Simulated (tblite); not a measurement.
Run record: tight-binding relaxation, `CC[C@@H]1CP1C(F)(F)F`.

Computed with GFN2-xTB geometry optimisation, gas phase (tblite 0.8.0). Start geometry: from a force field or distance geometry. The input is one job of a driver script: a line of settings, then coordinates in Å.

Command:
```bash
OMP_NUM_THREADS=1 python probes_run.py task.json out
```

Input:
```
{"job": {"kind": "relax", "xc": "GFN2-xTB", "basis": "xTB"}, "charge": 0, "multiplicity": 1}
C     -2.427600     0.844300    -0.139200
C     -1.557100    -0.269400     0.363200
C     -0.203200    -0.304600    -0.342500
C      0.698600    -1.370100     0.101400
P      1.130900     0.423600     0.399200
C      2.716700     0.649200     0.956500
F      2.786700     1.640500     1.953300
F      3.366300    -0.434300     1.531000
F      3.641200     1.126600     0.009900
H     -3.390400     0.375100    -0.460300
H     -1.906000     1.367000    -0.958100
H     -2.699900     1.569200     0.653700
H     -2.048000    -1.244700     0.167000
H     -1.416900    -0.223700     1.468000
H     -0.394900    -0.272300    -1.453300
H      1.201300    -1.940400    -0.675500
H      0.495300    -1.923900     1.065300
```

Output:
```
step      E/eV     max force
  0    -852.49045    6.675
  1    -853.62056    4.702
  2    -854.31788    3.280
  3    -854.66244    1.933
  4    -854.95777    1.209
  5    -855.08765    1.088
  6    -855.23906    1.093
  7    -855.33240    0.851
  8    -855.41188    0.746
  9    -855.47935    0.991
... (144 lines left out)
154    -856.75794    0.051
155    -856.75816    0.036
156    -856.75826    0.019
157    -856.75830    0.035
158    -856.75833    0.018
159    -856.75838    0.014
160    -856.75843    0.021
161    -856.75845    0.017
162    -856.75848    0.014
163    -856.75849    0.006
```

«max force» is the largest atomic force in eV/Å.

Problem. From which step on does the largest force stay under 0.1 eV/Å, and how much energy is left to gain from there?

Solution. From step 138 (0.050 eV/Å), 2.6 meV above the end.

Summary of the converged run: energy lowered by 98.4 kcal/mol over 163 steps; largest atomic force 0.006 eV/Å at the end.

Problem. Give the final coordinates.

Solution. 0.859 Å rms from the input after alignment:
```
atom  x, y, z in Å
C1    -2.1491    0.9953    0.0059
C2    -1.5754   -0.4163    0.0201
C3    -0.0670   -0.3939   -0.0380
C4     0.7207   -1.5532    0.5000
P5     0.8286   -0.0380    1.5459
C6     2.3974    0.6971    0.7649
F7     2.2834    2.0309    0.6601
F8     3.4628    0.4588    1.5456
F9     2.7160    0.2469   -0.4592
H10   -3.2339    0.9692    0.0663
H11   -1.8655    1.5144   -0.9066
H12   -1.7660    1.5596    0.8544
H13   -1.9539   -0.9783   -0.8383
H14   -1.8969   -0.9332    0.9277
H15    0.3274    0.0941   -0.9248
H16    1.6060   -1.8781   -0.0305
H17    0.1583   -2.3633    0.9460
```
Labels such as C1 count atoms from 1, the log's own numbers from 0.
